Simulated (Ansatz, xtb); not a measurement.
**Two isomers of C6H7F3**

Structure a: `C=C[C@@H]1C[C@H]1C(F)(F)F`, a singlet. Structure b: `C=C[C@@H]1C[C@@H]1C(F)(F)F`, a singlet. Both are isolated molecules in the gas phase, relaxed with PBE0-D3(BJ)/def2-SVP; each stands in its lowest conformer found.

Quicker runs give these differences E(b) − E(a): GFN2-xTB −0.041 eV; HF/STO-3G −0.017 eV (at GFN2-xTB geometries); r2SCAN-D4/def2-SVP +0.018 eV (at GFN2-xTB geometries).

Question: Which of the two would you expect CCSD(T)/def2-SVP + ΔMP2/def2-TZVPP electronic energies to favour?

Answer: CCSD(T)/def2-SVP + ΔMP2/def2-TZVPP gives E(b) − E(a) = +0.042 eV, slightly favouring structure a, which is too small a margin to settle the true order.

How the difference moves with the method:

```
                             level              geometry  E(b) − E(a) (eV)  departure from the last row (eV)  job, with rough time for the two
                          GFN2-xTB              GFN2-xTB              −0.041                            −0.083              optimisation, 0.33 s
                         HF/STO-3G              GFN2-xTB              −0.017                            −0.059              single point, 0.72 s
                r2SCAN-D4/def2-SVP              GFN2-xTB              +0.018                            −0.024                 single point, 9 s
              PBE0-D3(BJ)/def2-SVP  PBE0-D3(BJ)/def2-SVP              +0.018                            −0.024             optimisation, 1.8 min
                       HF/def2-SVP  PBE0-D3(BJ)/def2-SVP              +0.040                            −0.002           part of the CCSD(T) run
                      MP2/def2-SVP  PBE0-D3(BJ)/def2-SVP              +0.032                            −0.010           part of the CCSD(T) run
                  CCSD(T)/def2-SVP  PBE0-D3(BJ)/def2-SVP              +0.030                            −0.011                      single point
CCSD(T)/def2-SVP + ΔMP2/def2-TZVPP  PBE0-D3(BJ)/def2-SVP              +0.042                                               single point, 6.6 min
```

As drawn, both hold the same kinds of bond in the same numbers.

The largest departure from CCSD(T)/def2-SVP + ΔMP2/def2-TZVPP is that of GFN2-xTB, 0.083 eV. The last row adds to CCSD(T) the change of the MP2 difference between the two basis sets, here +0.011 eV.

With thermal terms from frequencies at re-optimised GFN2-xTB minima (ideal gas, soft modes damped towards free rotors, one conformer each, 298.15 K, 1 atm): the zero-point term adds +0.005 eV; ΔH is +0.044 and ΔG +0.054 eV.

The correlated steps freeze 9 core orbitals. Programs: Ansatz 0.2.0, xtb 6.7.1; the last row on 2 threads of Arm Neoverse V2 on a shared host.
